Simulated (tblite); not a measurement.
Species: C₄H₁₄N₂OSi₂.
SMILES with atom numbers: `[CH3:1][O:2]/[CH:3]=[CH:4]/[CH2:5][Si@@H:6]([NH2:7])[SiH2:8][NH2:9]` (hydrogens: H10, H11, H12 on C1; H13 on C3; H14 on C4; H15, H16 on C5; H17 on Si6; H18, H19 on N7; H20, H21 on Si8; H22, H23 on N9)

Computed with GFN2-xTB (tblite), gas phase: L-BFGS steps from a force-field or distance-geometry start until the largest atomic force falls under 0.01 eV/Å.

Step 30: E = -790.6586 eV
```
atom  x, y, z in Å  |  force x, y, z in eV/Å
C1      4.1374    0.2405    0.8059   -0.020  -0.036  -0.003
O2      3.6907   -0.9420    0.1938    0.031  -0.047   0.012
C3      2.4044   -0.9715   -0.2674    0.025   0.000   0.019
C4      1.4598   -0.0489   -0.1560    0.039   0.036  -0.083
C5      0.1026   -0.2091   -0.7412    0.003  -0.009  -0.003
Si6    -1.2630   -0.4856    0.5671   -0.019   0.014   0.028
N7     -1.1567    0.8793    1.6310    0.012   0.001   0.030
Si8    -3.3485   -0.5417   -0.3933   -0.034   0.018   0.006
N9     -3.7086    1.0059   -1.0668   -0.012   0.025  -0.004
H10     5.1876    0.0762    1.0456   -0.021   0.015  -0.009
H11     3.5844    0.4475    1.7289   -0.011   0.019  -0.009
H12     4.0450    1.0967    0.1280   -0.004  -0.004   0.033
H13     2.2263   -1.9094   -0.7774    0.016   0.031   0.015
H14     1.6422    0.8833    0.3584    0.003  -0.008  -0.001
H15    -0.1420    0.6773   -1.3285   -0.007  -0.002   0.017
H16     0.1008   -1.0598   -1.4220   -0.003   0.001  -0.021
H17    -0.9194   -1.7579    1.2485    0.004   0.015  -0.012
H18    -0.2541    1.1015    2.0237   -0.016   0.022  -0.003
H19    -1.8646    1.0122    2.3365    0.012  -0.028  -0.030
H20    -3.4662   -1.4254   -1.5589   -0.020  -0.025   0.030
H21    -4.3702   -0.9962    0.5769   -0.010  -0.022  -0.021
H22    -4.5518    1.1210   -1.6077    0.023   0.012   0.029
H23    -3.5408    1.8332   -0.5164    0.011  -0.027  -0.019
```

Step 31: E = -790.6595 eV
```
atom  x, y, z in Å  |  force x, y, z in eV/Å
C1      4.1358    0.2391    0.8071   -0.014  -0.021   0.004
O2      3.6900   -0.9448    0.1972    0.013  -0.022   0.015
C3      2.4040   -0.9717   -0.2658    0.022  -0.003   0.006
C4      1.4602   -0.0478   -0.1582    0.033   0.034  -0.072
C5      0.1032   -0.2082   -0.7446    0.006  -0.006   0.005
Si6    -1.2615   -0.4867    0.5641   -0.025  -0.001   0.063
N7     -1.1561    0.8795    1.6279    0.009  -0.010   0.022
Si8    -3.3499   -0.5444   -0.3927   -0.003   0.034   0.009
N9     -3.7042    1.0046   -1.0666   -0.020   0.031   0.001
H10     5.1862    0.0784    1.0469   -0.011   0.000  -0.006
H11     3.5836    0.4488    1.7299   -0.017   0.009  -0.005
H12     4.0431    1.0952    0.1294   -0.010  -0.008   0.018
H13     2.2242   -1.9080   -0.7777    0.022   0.018   0.013
H14     1.6413    0.8829    0.3596    0.001  -0.006  -0.009
H15    -0.1448    0.6802   -1.3275    0.005  -0.003   0.010
H16     0.1012   -1.0567   -1.4284    0.001   0.008  -0.015
H17    -0.9159   -1.7580    1.2505   -0.003   0.038  -0.031
H18    -0.2531    1.1040    2.0193   -0.038   0.017  -0.004
H19    -1.8653    1.0116    2.3328    0.033  -0.027  -0.036
H20    -3.4719   -1.4294   -1.5550   -0.019  -0.037   0.007
H21    -4.3710   -0.9955    0.5772   -0.026  -0.027   0.000
H22    -4.5480    1.1255   -1.6054    0.024   0.001   0.026
H23    -3.5358    1.8284   -0.5113    0.017  -0.020  -0.019
```

Step 32: E = -790.6604 eV
```
atom  x, y, z in Å  |  force x, y, z in eV/Å
C1      4.1336    0.2374    0.8086   -0.003  -0.001   0.012
O2      3.6890   -0.9480    0.2012   -0.008   0.007   0.016
C3      2.4037   -0.9719   -0.2640    0.014  -0.003  -0.010
C4      1.4611   -0.0460   -0.1615    0.021   0.024  -0.047
C5      0.1037   -0.2073   -0.7479    0.007  -0.001   0.012
Si6    -1.2603   -0.4886    0.5623   -0.020  -0.011   0.063
N7     -1.1551    0.8785    1.6250    0.004  -0.012   0.004
Si8    -3.3518   -0.5469   -0.3910    0.023   0.034   0.008
N9     -3.7001    1.0033   -1.0653   -0.018   0.024   0.004
H10     5.1843    0.0800    1.0478    0.003  -0.011   0.001
H11     3.5822    0.4505    1.7309   -0.021  -0.006   0.001
H12     4.0405    1.0936    0.1311   -0.016  -0.013   0.000
H13     2.2223   -1.9062   -0.7778    0.026  -0.003   0.006
H14     1.6401    0.8825    0.3609    0.001   0.000  -0.020
H15    -0.1473    0.6833   -1.3260    0.011  -0.004   0.003
H16     0.1023   -1.0529   -1.4355    0.001   0.014  -0.005
H17    -0.9116   -1.7591    1.2504   -0.007   0.048  -0.039
H18    -0.2526    1.1084    2.0142   -0.041   0.013   0.000
H19    -1.8656    1.0124    2.3280    0.035  -0.026  -0.027
H20    -3.4789   -1.4337   -1.5505   -0.015  -0.038  -0.006
H21    -4.3721   -0.9976    0.5785   -0.036  -0.024   0.014
H22    -4.5427    1.1310   -1.6038    0.012  -0.010   0.017
H23    -3.5294    1.8243   -0.5071    0.025  -0.001  -0.009
```

Step 33: E = -790.6610 eV
```
atom  x, y, z in Å  |  force x, y, z in eV/Å
C1      4.1319    0.2362    0.8100    0.004   0.013   0.017
O2      3.6880   -0.9503    0.2047   -0.018   0.023   0.015
C3      2.4036   -0.9720   -0.2628    0.005   0.000  -0.021
C4      1.4621   -0.0444   -0.1647    0.009   0.010  -0.021
C5      0.1041   -0.2066   -0.7501    0.005   0.004   0.015
Si6    -1.2594   -0.4906    0.5620   -0.009  -0.009   0.028
N7     -1.1542    0.8771    1.6230    0.000  -0.007  -0.014
Si8    -3.3531   -0.5483   -0.3890    0.025   0.016   0.004
N9     -3.6974    1.0027   -1.0635   -0.005   0.010   0.011
H10     5.1827    0.0807    1.0484    0.010  -0.015   0.008
H11     3.5807    0.4518    1.7318   -0.020  -0.015   0.006
H12     4.0382    1.0922    0.1324   -0.018  -0.016  -0.012
H13     2.2212   -1.9049   -0.7778    0.028  -0.020   0.000
H14     1.6391    0.8822    0.3617    0.004   0.008  -0.027
H15    -0.1490    0.6857   -1.3247    0.012  -0.004   0.000
H16     0.1035   -1.0498   -1.4411   -0.003   0.017   0.005
H17    -0.9080   -1.7601    1.2487   -0.006   0.038  -0.032
H18    -0.2530    1.1128    2.0103   -0.023   0.011   0.005
H19    -1.8653    1.0135    2.3239    0.017  -0.022  -0.006
H20    -3.4849   -1.4373   -1.5471   -0.009  -0.029  -0.003
H21    -4.3735   -1.0010    0.5801   -0.031  -0.013   0.015
H22    -4.5381    1.1353   -1.6028   -0.008  -0.016   0.005
H23    -3.5236    1.8220   -0.5047    0.031   0.018   0.001
```

Q: Estimate the geometry and energy of step 34. (The exact step hangs on the optimiser's Hessian estimate; all steps are aligned on step 33, rigid shifts and turns removed.)

A: E = -790.6614 eV, largest force 0.041 eV/Å
```
atom  x, y, z in Å  |  force x, y, z in eV/Å
C1      4.1310    0.2358    0.8111    0.005   0.015   0.016
O2      3.6872   -0.9512    0.2071   -0.017   0.022   0.010
C3      2.4035   -0.9720   -0.2626    0.000   0.004  -0.023
C4      1.4628   -0.0433   -0.1669    0.001  -0.001  -0.004
C5      0.1043   -0.2062   -0.7511    0.001   0.007   0.012
Si6    -1.2590   -0.4920    0.5625    0.000   0.000  -0.012
N7     -1.1536    0.8761    1.6217   -0.004   0.004  -0.019
Si8    -3.3536   -0.5487   -0.3876    0.011  -0.005   0.001
N9     -3.6961    1.0025   -1.0621    0.003  -0.001   0.014
H10     5.1820    0.0808    1.0489    0.007  -0.014   0.012
H11     3.5794    0.4523    1.7325   -0.017  -0.016   0.010
H12     4.0364    1.0910    0.1328   -0.016  -0.014  -0.015
H13     2.2212   -1.9045   -0.7779    0.028  -0.025  -0.002
H14     1.6386    0.8822    0.3616    0.008   0.013  -0.030
H15    -0.1498    0.6869   -1.3239    0.009  -0.002   0.000
H16     0.1043   -1.0476   -1.4442   -0.006   0.015   0.011
H17    -0.9061   -1.7603    1.2467   -0.002   0.017  -0.018
H18    -0.2536    1.1159    2.0081   -0.004   0.010   0.007
H19    -1.8648    1.0139    2.3214   -0.001  -0.019   0.010
H20    -3.4886   -1.4397   -1.5450   -0.003  -0.016   0.006
H21    -4.3749   -1.0038    0.5814   -0.017  -0.001   0.006
H22    -4.5356    1.1377   -1.6024   -0.015  -0.018   0.002
H23    -3.5197    1.8212   -0.5036    0.031   0.026   0.005
```

The energy changes by -0.0004 eV. The first-order estimate −F·Δx gives -0.0005 eV and the mean of the old and new forces, exact on a quadratic surface, -0.0004 eV. The step makes an angle of 71° with the force vector and moves no atom by more than 0.005 Å.

The cost below is that of the whole relaxation. The run took 1.1 s wall on Arm Neoverse V1, one thread, shared host with 32 logical CPUs at a one-minute load of 23.
